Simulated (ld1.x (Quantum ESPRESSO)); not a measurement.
silicon, TM semilocal: configuration errors across variants

* Element: Si
* Generator: ld1.x (Quantum ESPRESSO) 7.5
* Type: norm-conserving Troullier–Martins (semilocal form)
* Functional: BLYP
* Relativity: scalar-relativistic
* Frozen core: [Ne]
* Valence charge: 4
* Reference configuration: 3s2 3p1.75 (charge +0.25)
* Partial waves: 3p (bound): rc 2.00 bohr; 3s (bound): rc 1.60 bohr
* Local potential: the s channel
* Core correction: none

All-electron excitation energies from the reference (eV): (1) 3s2 3p2 -1.197; (2) 3s2 3p1 6.392; (3) 3s2 3p0 22.281; (4) 3s1 3p3 5.654; (5) 3s2 3p2.3 -2.083; (6) 3s1 3p2 13.847; (7) 3s2 3p1.5 1.647.

A semilocal file is local in each channel, so a ghost entry of none says nothing of the separable form that plane-wave codes build from it.

Errors AE − PS in meV (a dash: test not solved or not reliable):

```csv
change,(1),(2),(3),(4),(5),(6),(7),bound ghosts
base,+0.2,+2.8,+34,+4.9,+0.7,+12,+0.1,none
"all radii scaled by about 0.76 (s 1.22, p 1.52 bohr)",+0.3,+4.8,+50,+19,+1.1,+19,+0.3,none
"all radii scaled by about 1.16 (s 1.86, p 2.32 bohr)",+0.2,+2.9,+34,+4.8,+0.7,+12,+0.1,none
"all radii scaled by about 1.24 (s 1.98, p 2.48 bohr)",+0.2,+3.2,+36,+4.7,+0.8,+12,+0.2,none
"all radii scaled by about 1.36 (s 2.18, p 2.72 bohr)",+0.3,+4.2,+45,+4.9,+1.1,+12,+0.3,none
```

(1) Give the same row for: all radii scaled by about 0.88 (s 1.40, p 1.76 bohr).

Results:

(1) +0.2, +3.5, +41, +8.0, +0.8, +14, +0.2; bound ghosts: none.
